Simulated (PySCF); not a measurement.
**Charge on either side of a bond**

C8H14O.
SMILES with atom numbers: `[CH2:1]=[CH:2][O:3][C:4](=[CH2:5])[C:6]([CH3:7])([CH3:8])[CH3:9]` (hydrogens: H10, H11 on C1; H12 on C2; H13, H14 on C5; H15, H16, H17 on C7; H18, H19, H20 on C8; H21, H22, H23 on C9)

Geometry (GFN2-xTB, Å), atoms numbered from 1 in this order:
```
atom  x, y, z in Å
C1     2.9912   -1.7621    1.1858
C2     2.2672   -1.1552    0.2591
O3     1.0688   -0.5888    0.5458
C4     0.5070    0.3081   -0.3283
C5     1.2147    1.0491   -1.1711
C6    -1.0008    0.3535   -0.1442
C7    -1.2888    0.8024    1.2944
C8    -1.6736    1.3173   -1.1198
C9    -1.5598   -1.0585   -0.3639
H10    2.6796   -1.7830    2.2146
H11    3.9069   -2.2596    0.9299
H12    2.5717   -1.1254   -0.7819
H13    2.2891    0.9988   -1.2132
H14    0.7493    1.7437   -1.8407
H15   -0.8830    1.7969    1.4687
H16   -2.3616    0.8290    1.4713
H17   -0.8343    0.1147    2.0022
H18   -1.3248    2.3351   -0.9654
H19   -1.4769    1.0289   -2.1493
H20   -2.7494    1.2981   -0.9611
H21   -1.3644   -1.3897   -1.3822
H22   -2.6345   -1.0653   -0.1971
H23   -1.0983   -1.7611    0.3252
```

Atomic charges (e) from the PBE0/pcSseg-1 density (PySCF):

```json
{"atom": "C1", "Mulliken": "-0.2143", "IAO": "-0.3793", "Hirshfeld": "-0.1379", "ESP-fitted": "-0.5917"}
{"atom": "C2", "Mulliken": "+0.0685", "IAO": "+0.0583", "Hirshfeld": "+0.0305", "ESP-fitted": "+0.0750"}
{"atom": "O3", "Mulliken": "-0.4489", "IAO": "-0.2967", "Hirshfeld": "-0.0635", "ESP-fitted": "-0.1408"}
{"atom": "C4", "Mulliken": "+0.1851", "IAO": "+0.2057", "Hirshfeld": "+0.0879", "ESP-fitted": "+0.1843"}
{"atom": "C5", "Mulliken": "-0.1690", "IAO": "-0.4187", "Hirshfeld": "-0.1484", "ESP-fitted": "-0.6720"}
{"atom": "C6", "Mulliken": "-0.6134", "IAO": "+0.0442", "Hirshfeld": "+0.0233", "ESP-fitted": "+0.5177"}
{"atom": "C7", "Mulliken": "-0.1376", "IAO": "-0.4152", "Hirshfeld": "-0.1223", "ESP-fitted": "-0.4322"}
{"atom": "C8", "Mulliken": "-0.1549", "IAO": "-0.4162", "Hirshfeld": "-0.1164", "ESP-fitted": "-0.5922"}
{"atom": "C9", "Mulliken": "-0.1438", "IAO": "-0.4158", "Hirshfeld": "-0.1241", "ESP-fitted": "-0.5314"}
{"atom": "H10", "Mulliken": "+0.1220", "IAO": "+0.1594", "Hirshfeld": "+0.0455", "ESP-fitted": "+0.2257"}
{"atom": "H11", "Mulliken": "+0.1220", "IAO": "+0.1611", "Hirshfeld": "+0.0494", "ESP-fitted": "+0.2188"}
{"atom": "H12", "Mulliken": "+0.1115", "IAO": "+0.1412", "Hirshfeld": "+0.0488", "ESP-fitted": "+0.1330"}
{"atom": "H13", "Mulliken": "+0.1214", "IAO": "+0.1517", "Hirshfeld": "+0.0390", "ESP-fitted": "+0.2336"}
{"atom": "H14", "Mulliken": "+0.1190", "IAO": "+0.1596", "Hirshfeld": "+0.0451", "ESP-fitted": "+0.2266"}
{"atom": "H15", "Mulliken": "+0.1093", "IAO": "+0.1398", "Hirshfeld": "+0.0370", "ESP-fitted": "+0.1070"}
{"atom": "H16", "Mulliken": "+0.1069", "IAO": "+0.1350", "Hirshfeld": "+0.0401", "ESP-fitted": "+0.1128"}
{"atom": "H17", "Mulliken": "+0.1246", "IAO": "+0.1480", "Hirshfeld": "+0.0352", "ESP-fitted": "+0.0952"}
{"atom": "H18", "Mulliken": "+0.1181", "IAO": "+0.1383", "Hirshfeld": "+0.0392", "ESP-fitted": "+0.1437"}
{"atom": "H19", "Mulliken": "+0.1168", "IAO": "+0.1381", "Hirshfeld": "+0.0386", "ESP-fitted": "+0.1432"}
{"atom": "H20", "Mulliken": "+0.1159", "IAO": "+0.1408", "Hirshfeld": "+0.0429", "ESP-fitted": "+0.1542"}
{"atom": "H21", "Mulliken": "+0.1065", "IAO": "+0.1374", "Hirshfeld": "+0.0360", "ESP-fitted": "+0.1253"}
{"atom": "H22", "Mulliken": "+0.1066", "IAO": "+0.1357", "Hirshfeld": "+0.0401", "ESP-fitted": "+0.1409"}
{"atom": "H23", "Mulliken": "+0.1278", "IAO": "+0.1475", "Hirshfeld": "+0.0338", "ESP-fitted": "+0.1235"}
```

Question: Cut each of the bonds C1–C2, C2–O3, O3–C4, C4–C6, C5–C4 and C7–C6 in turn and sum the charges on the side of the atom named first.

Answer: In e; the other side holds the opposite charge:

```
bond cut  piece  atoms  Mulliken     IAO  Hirshfeld  ESP-fitted
   C1–C2    CH2      3    +0.030  -0.059     -0.043      -0.147
   C2–O3   C2H3      5    +0.210  +0.141     +0.036      +0.061
   O3–C4  C2H3O      6    -0.239  -0.156     -0.027      -0.080
   C4–C6  C4H5O     10    +0.017  -0.058     -0.004      -0.108
   C5–C4    CH2      3    +0.071  -0.107     -0.064      -0.212
   C7–C6    CH3      4    +0.203  +0.008     -0.010      -0.117
```

Extremes among these pieces. Mulliken: lowest C2H3O at O3, highest C2H3 at C2; IAO: lowest C2H3O at O3, highest C2H3 at C2; Hirshfeld: lowest CH2 at C5, highest C2H3 at C2; ESP-fitted: lowest CH2 at C5, highest C2H3 at C2.

Question: Do the schemes agree better on the pieces than on the single atoms at the cuts?

Answer: The spread between schemes averages 0.215 e for the pieces and 0.306 e for the atoms named first; it is smaller for the piece at 3 of the 6 cuts. On average they agree better on the pieces. The sign differs between schemes (beyond ±0.03 e) for CH2 at C5 and CH3 at C7.

One conformer (not necessarily the lowest) at the GFN2-xTB geometry, without solvent, vibrations or thermal averaging.

The run behind these numbers computed NMR shieldings as well. On one thread, Intel Xeon Platinum 8488C (x86_64), no GPU, shared host with 192 logical CPUs at a one-minute load of 33, this took 48 s of wall time and 1.1 GiB of memory at its peak.
